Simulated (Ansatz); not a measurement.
Job for Ansatz (a quantum-chemistry and plane-wave program): R-B3LYP/def2-TZVPPD on C2HNO (a complex), monomers drawn apart or pushed together. Files ending in .json are basis or fitting sets from the Basis Set Exchange.

Ansatz 0.2 input:
```yaml
crystal:
  periodic: [false, false, false]
  atoms:
    - {symbol: C, position_ang: [0.49743472, -0.31961376, 0.05101062]}
    - {symbol: O, position_ang: [0.64720353, -0.59820713, -1.02636477]}
    - {symbol: C, position_ang: [-0.29666528, 1.08823510, 5.37870462]}
    - {symbol: N, position_ang: [-0.46904365, 1.38267500, 6.47326104]}
    - {symbol: H, position_ang: [-0.13628475, 0.81371546, 4.35715472]}
basis:
  gaussian:
    orbitals: def2-TZVPPD.json
hamiltonian:
  xc: {name: B3LYP}
scf: {lower_state_search: off}
```

Output:

```
WARN ansatz: RAYON_NUM_THREADS=1 ignored (pool sized by the plan → 1); use --threads N
Functional definition: B3LYP
these checks for a lower state are left out or cut short: stability, starts, cluster_reference, orbital_swaps, neighbouring_geometries, increment
integrals: 0.04 GiB planned
770 factors; their error is unknown
mean field: 0.48 GiB planned
mean field evaluation 1: about -5622.1437 eV, gradient 5.7e1 eV
mean field evaluation 2: about -5607.4920 eV, gradient 1.0e2 eV
mean field evaluation 4: about -5628.0518 eV, gradient 3.1e0 eV
mean field evaluation 8: about -5628.0841 eV, gradient 3.2e-1 eV
mean field evaluation 16: about -5628.0843 eV, gradient 2.9e-5 eV
mean field -5628.08426971 eV, -206.8282820595 hartree, gradient 2.8e-6 eV, S^2 0.000000; 0 other end points of the search recorded, 0 dependent functions left out
reference -5628.08457745 eV, -206.8282933686 hartree; 14, 14 occupied and 154, 154 virtual orbitals, 770 factors
Total energy: -5628.08457745 eV, -206.8282933686 hartree
Checks for a lower state left out: stability, starts, cluster_reference, orbital_swaps, neighbouring_geometries, increment
```

Self-consistency was reached.

Cost: roughly 1.5 core-seconds.
